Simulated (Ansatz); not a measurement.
Input and output for `[OH][GaH][OH]`.

```yaml
crystal:
  periodic: [false, false, false]
  atoms:
    - {symbol: O, position_ang: [-1.213195, -0.662196, -0.331643]}
    - {symbol: Ga, position_ang: [0.192712, 0.428520, -0.177701]}
    - {symbol: O, position_ang: [1.374539, -0.148614, 1.016596]}
    - {symbol: H, position_ang: [-1.873657, -0.383326, -0.968289]}
    - {symbol: H, position_ang: [0.410218, 1.739877, -0.968360]}
    - {symbol: H, position_ang: [1.109383, -0.974271, 1.429398]}
basis:
  gaussian: {orbitals: "6-31G*", fitting: {mean_field: cc-pVTZ-jkfit}}
hamiltonian: {xc: {name: wB97X}}
output: {forces: true}
```

```sh
$ ansatz run in.yaml --threads 4 --pin off --events-out ev --progress --plain --max-ram 10444MiB
```

It prints (some lines left out):

```
Functional definition: wB97X
455 factors; integrals over basis functions are off by at most 2.4e-2 eV
455 factors; integrals over basis functions are off by at most 6.9e-6 eV
mean field evaluation 1: about -56506.6359 eV, gradient 6.8e1 eV
mean field evaluation 2: about -56502.6536 eV, gradient 8.5e1 eV
mean field evaluation 4: about -56514.6456 eV, gradient 2.5e0 eV
mean field evaluation 8: about -56514.6557 eV, gradient 1.3e-2 eV
mean field -56514.65569379 eV, -2076.8752897373 hartree, gradient 2.0e-5 eV, S^2 0.000000; 0 other end points of the search recorded, 0 dependent functions left out
reference -56514.65565123 eV, -2076.8752881733 hartree; 25, 25 occupied and 46, 46 virtual orbitals, 455 factors
Total energy: -56514.65565123 eV, -2076.8752881733 hartree
Atom 0 at    -1.213195    -0.662196    -0.331643 Å, force     0.129582    -0.146216     0.190041 eV/Å
Atom 1 at     0.192712     0.428520    -0.177701 Å, force    -0.050698    -0.057496     0.007267 eV/Å
Atom 2 at     1.374539    -0.148614     1.016596 Å, force     0.163847     0.262472    -0.078472 eV/Å
Atom 3 at    -1.873657    -0.383326    -0.968289 Å, force    -0.131182     0.130011    -0.179533 eV/Å
Atom 4 at     0.410218     1.739877    -0.968360 Å, force     0.011691     0.021823    -0.007783 eV/Å
Atom 5 at     1.109383    -0.974271     1.429398 Å, force    -0.123240    -0.210594     0.068479 eV/Å
Dipole moment:    -0.282826     0.097534    -0.257002 e Å
```

Hardware: 4 threads of an Arm Neoverse V1 on a shared host. Wall time 1.3 s, peak host memory 0.17 GiB.
